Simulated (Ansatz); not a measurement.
Stepwise reaction of trimethyl borate with hydrogen sulfide, as a gas-phase model of exchange steps in deposition or etching. ΔE in kJ/mol.

Program: Ansatz. Geometries: PBE0-D4/def2-TZVP. ΔE: electronic, gas phase. CCSD(T)/CBS adds triple-zeta CCSD(T) − MP2 to the extrapolated MP2 energy (def2 sets, frozen cores). This one scheme is used for every species. Functionals use def2-TZVPP. B3LYP here is the variant with VWN-RPA as its local correlation; programs differ in this. One conformer a species, not always the lowest.

```json
{"step": "1", "reaction": "`COB(OC)OC` + H₂S → `COB(S)OC` + CH₃OH", "PBE-D4": "52.8", "B3LYP-D4": "66.1", "ωB97M-V": "65.9", "CCSD(T)/CBS": "63.3"}
{"step": "2", "reaction": "`COB(S)OC` + H₂S → `COB(S)S` + CH₃OH", "PBE-D4": "52.9", "B3LYP-D4": "65.4", "ωB97M-V": "66.2", "CCSD(T)/CBS": "62.5"}
{"step": "3", "reaction": "`COB(S)S` + H₂S → `SB(S)S` + CH₃OH", "PBE-D4": "50.7", "B3LYP-D4": "62.1", "ωB97M-V": "63.4", "CCSD(T)/CBS": "58.8"}
```

Problem. By hand: ΔE of the 3 steps together at CCSD(T)/CBS.

Solution. (63.3) + (62.5) + (58.8) = 184.6 kJ/mol, or 61.5 kJ/mol a step.

In ΔE the steps differ by no more than 4.5 kJ/mol. All are uphill at CCSD(T)/CBS. PBE-D4 differs from CCSD(T)/CBS by -10.5 to -8.1 kJ/mol a step. Isolated molecules leave out the surface, adducts and barriers. Largest T1 diagnostic: 0.013.
